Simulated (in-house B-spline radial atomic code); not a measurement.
Ionisation energies with and without relativity, with size and susceptibility from the Dirac run. Dirac energy differences include first-order Breit, QED and recoil terms. NIST's values go from ground level to ground level; the uncertainty of those that are theory runs from under 0.1 % in few-electron ions to several per cent in heavy many-electron ones. Computed with an all-electron radial atomic-structure program (B-spline basis): non-relativistic Hartree-Fock and Dirac-Hartree-Fock, averages of the configuration (point nuclei without relativity, finite nuclei with it).

```tsv
ion	configuration	configuration after	ionisation non-relativistic (eV)	ionisation Dirac Breit and QED (eV)	tabulated value (eV)	tabulated kind	radius at density 0.001 (bohr)	diamagnetic susceptibility (10⁻⁶ cm³/mol)
Cl4+	[Ne] 3s2 3p1	[Ne] 3s2	66.72	66.72	67.68	semi-empirical	2.832	-6.6138
Ca4+	[Ne] 3s2 3p4	[Ne] 3s2 3p3	85.29	85.32	84.34	semi-empirical	2.655	-8.0547
Ti4+	[Ne] 3s2 3p6	[Ne] 3s2 3p5	98.25	98.30	99.299	measured	2.515	-8.2842
Ag4+	[Kr] 4d7	[Kr] 4d6	67.68	66.89	65	tabulated theory	2.873	-18.123
Os4+	[Xe] 4f14 5d4	[Xe] 4f14 5d3	55.27	53.84	55	tabulated theory	3.168	-25.809
```
